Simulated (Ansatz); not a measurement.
Basis-set extrapolation for C2H9AlOSi (`C[SiH](C)[AlH][OH]`) (PBE0-D4/def2-TZVP geometry, frozen core, Ansatz 0.2.0). Multiplicity 1, RHF reference.

|  | def2-TZVPP | def2-QZVPP |
| --- | --- | --- |
| HF | -686.843302 | -686.866964 |
| MP2 correlation | -0.804456 | -0.861987 |
| CCSD(T) correlation | -0.892456 | not run |

Energies in hartree. Use E(X) = E(∞) + A·exp(−7.88·√X) for Hartree–Fock and E(X) = E(∞) + B·X^(−2.97) for correlation, with X = 3 and 4, and add CCSD(T) minus MP2 of the smaller set to the MP2 limit.

Q: What is the CCSD(T) energy at the basis-set limit?

A: HF limit: -686.866964 + (-0.023662) × 0.13774 = -686.87022. MP2 limit: -0.861987 + (-0.057531) × 0.74074 = -0.90460. Higher-order term: -0.892456 − (-0.804456) = -0.08800. Total: -687.86282 hartree, 3.46 eV below CCSD(T)/def2-TZVPP.
